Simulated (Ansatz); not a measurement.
Reaction (isomerisation): `O=C=NC[SiH3]` → `N=C=C(O)[SiH3]`

Program: Ansatz. Geometries: PBE0-D4/def2-TZVP. ΔE: electronic, gas phase. CBS: MP2 limit from def2 TZ/QZ plus the TZ coupled-cluster correction, frozen cores. Each species was taken in one conformer, which may not be the lowest.

```
         species  CCSD(T)/CBS(def2) energy (Eh)
  `O=C=NC[SiH3]`                     -498.04314
`N=C=C(O)[SiH3]`                     -497.98657
```

Task: Work out ΔE.

Result: ΔE = (-497.98657) − (-498.04314) = 0.05657 Eh = +148.5 kJ/mol.

Task: What do rigid-rotor, harmonic-oscillator terms from PBE0-D4/def2-TZVP frequencies (298.15 K, 1 bar) make of the CCSD(T)/CBS value? (An estimate is asked.)

Result: Ansatz gave: ΔZPE = -2.8 kJ/mol, ΔH = +146.3 kJ/mol, ΔS = -4 J/(mol·K), ΔG = +147.5 kJ/mol. Modes under 50 cm⁻¹ make the entropy rough.

Largest T1 diagnostic among the species: 0.015.

At CCSD(T), def2-SVP lies +28.4 kJ/mol from the extrapolated value and def2-TZVPP +4.2 kJ/mol. From BLYP to BHLYP (50 % exact exchange), in def2-TZVPP and without D4, ΔE moves by +5.2 kJ/mol.
